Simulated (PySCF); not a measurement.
A structure optimised at PBE0-D3(BJ)/def2-SVP (Å):
```
atom  x, y, z in Å
F1    -2.1732   -1.6975   -1.4608
C2    -2.3812   -0.9820   -0.3287
F3    -2.4020   -1.8723    0.6934
C4    -1.3028    0.0418   -0.1334
C5    -1.6516    1.3930   -0.0704
C6    -0.6832    2.3778    0.1055
C7     0.6609    2.0152    0.2221
C8     1.0302    0.6749    0.1631
C9     0.0467   -0.3251   -0.0161
C10    0.5647   -1.7089   -0.0610
C11    1.8976   -1.8776    0.0703
Si12   2.6937   -0.1986    0.2743
H13   -3.3793   -0.5153   -0.3969
H14   -2.7036    1.6779   -0.1624
H15   -0.9762    3.4288    0.1518
H16    1.4175    2.7926    0.3603
H17   -0.1333   -2.5389   -0.1955
H18    2.3511   -2.8706    0.0495
H19    3.6352    0.1786   -0.8240
H20    3.3933    0.0069    1.5792
```

Charge 0, singlet.

**Question.** Read off the bonds between heavy atoms and their formal orders.

**Answer.** F1–C2 1.36 Å (single); C2–F3 1.36 Å (single); C2–C4 1.50 Å (single); C4–C5 1.40 Å (aromatic); C5–C6 1.39 Å (aromatic); C6–C7 1.40 Å (aromatic); C7–C8 1.39 Å (aromatic); C8–C9 1.41 Å (aromatic); C9–C10 1.48 Å (single); C10–C11 1.35 Å (double); C11–Si12 1.87 Å (single); C4–C9 1.40 Å (aromatic); C8–Si12 1.88 Å (single). Bonds to hydrogen (Å): C2–H13 1.10; C5–H14 1.09; C6–H15 1.09; C7–H16 1.09; C10–H17 1.09; C11–H18 1.09; Si12–H19 1.49; Si12–H20 1.49.

**Question.** Write the SMILES.

**Answer.** `FC(F)c1cccc2c1C=C[SiH2]2`, C9H8F2Si. Among its features: C=C double bond, benzene ring, C–F bond, Si–H bond and C–Si bond.

**Question.** Name the point group.

**Answer.** Cs (every atom within 0.08 Å of its image).

**Question.** Which rings does it hold (smallest set)?

**Answer.** C8–C9–C10–C11–Si12 (5 members, 0.00 Å rms from planarity); C4–C5–C6–C7–C8–C9 (6 members, 0.00 Å rms from planarity).

**Question.** Classify the heavy atoms.

**Answer.** F1/F3: fluorine of a CF2 group; C2: CHF2 carbon; C4: substituted aromatic carbon; C5: aromatic CH carbon; C6: aromatic CH carbon; C7: aromatic CH carbon; C8: substituted aromatic carbon; C9: substituted aromatic carbon; C10: alkene CH carbon; C11: alkene CH carbon; Si12: SiH2 silicon.

**Question.** What is the arrangement about C8?

**Answer.** It has 3 neighbours (C7, C9, Si12) and is planar (angles 132.8°, 120.1° and 107.1°, sum 360.0°, 0.00 Å off the plane of its three neighbours).

**Question.** What is the arrangement about C5?

**Answer.** It has 3 neighbours (C4, C6, H14) and is planar (angles 121.1°, 119.7° and 119.2°, sum 360.0°, 0.00 Å off the plane of its three neighbours).

All values are computed, not measured.
